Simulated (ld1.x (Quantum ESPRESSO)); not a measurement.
## hafnium: variants of one TM potential

Base potential:

hafnium (Hf), norm-conserving Troullier–Martins (Kleinman–Bylander form), made with ld1.x (Quantum ESPRESSO) 7.5 (PBE, fully relativistic). Core [Kr] 4d10, reference 4f14 5s2 5p6 5d2 6s1 6p0 (charge +1). Waves: 5p (bound): rc 1.80 bohr; 5d (bound): rc 2.00 bohr; 4f (bound): rc 1.05 bohr; 5s (bound): rc 1.55 bohr. Local part: the s channel. Core correction: none.

Open shells are filled in proportion to 2j + 1 (rel_dist='average').

Occupied shells without a wave of their own: 6s. They enter only through the test configuration that unscreens the potential.

Cutoffs, loose and tight: the cutoffs (Ry, on a coarse ladder) from which the occupation-weighted sum of valence levels, in a spherical-Bessel basis at the reference potential, stays within 10 and 1 mRy of its value at 400 Ry. They do not see the model core or the augmentation charge, which bear on the density cutoff. Test errors are all-electron minus pseudo excitation energies from the reference, over the configurations 4f14 5s2 5p6 5d2 6s2 6p0; 4f14 5s2 5p6 5d2 6s0 6p0; 4f14 5s2 5p6 5d1 6s0 6p0; 4f14 5s1 5p6 5d2 6s2 6p0; 4f14 5s2 5p6 5d2 6s1.5 6p0; 4f14 5s2 5p6 5d3 6s0 6p0; 4f14 5s2 5p6 5d1 6s2 6p0. A dash means not determined; rows that change the core or the reference have their own tests. The largest error is taken over the tests solved by every variant that gives reliable tests at all: 4f14 5s2 5p6 5d1 6s0 6p0; 4f14 5s2 5p6 5d1 6s2 6p0; 4f14 5s2 5p6 5d2 6s0 6p0; 4f14 5s2 5p6 5d2 6s1.5 6p0; 4f14 5s2 5p6 5d3 6s0 6p0.

Cutoffs are not given where the Bessel-basis levels miss the radial ones by over 6 mRy, ghosts where they miss by over 20 mRy; a channel whose overlap is not positive is not tested.

On the changes marked as counting shells twice: ld1.x takes every shell without a wave as core, so the model core holds the marked electrons as well and exchange and correlation see them twice. This cancels in the reference configuration, but the file is broken for other ones, and its errors say nothing about a proper core correction.

```csv
change,outcome,"cutoff, loose","cutoff, tight",bound ghosts,largest test error (meV)
base,"generated, misses its reference levels by 0.62 eV",–,–,not determined,-1070
wave 5d (bound): rc 2.00 bohr becomes 5d (bound): rc 1.36 bohr,"generated, misses its reference levels by 0.62 eV",–,–,not determined,-1069
reference 4f13.5 5s2 5p6 5d2.5 6s2 6p0,"generated, misses its reference levels by 0.57 eV",–,–,not determined,-1560
wave 4f (bound): rc 1.05 bohr becomes 4f (bound): rc 1.30 bohr,"generated, misses its reference levels by 0.62 eV",–,–,not determined,-1070
scalar-relativistic,"generated, misses its reference levels by 0.63 eV",over 300 Ry,over 300 Ry,none,-1090
core correction a·sin(br)/r model core inside 1.00 bohr (6s counted twice),"generated, misses its reference levels by 0.62 eV",–,–,not determined,-1291
```

Problem. What comes out with this change to the base: local potential the p channel?

Solution. outcome: generated, misses its reference levels by 5.39 eV; bound ghosts: not determined; largest test error (meV): +548.
